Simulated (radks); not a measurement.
Valence configurations of P+ (all share [Ne]). All-electron calculation, scalar-relativistic Kohn-Sham, BLYP, spin-unpolarised, spherical densities, finite nucleus; Fermi nuclear charge, rms radius 3.1889 fm. Program: a radial shooting solver on a logarithmic mesh with Libxc functionals. Order these by energy: 3s1 3p3; 3s1.5 3p2.5; 3s0.5 3p3.5; 3p4; 3s2 3p2.

Answer. From the lowest, in eV above it: 3s2 3p2 0.000; 3s1.5 3p2.5 4.552; 3s1 3p3 9.131; 3s0.5 3p3.5 13.738; 3p4 18.369. NIST lists [Ne] 3s2 3p2 as the ground configuration; this level of theory agrees among the configurations tried. The energies are those of spherical spin-averaged densities, not of single terms.
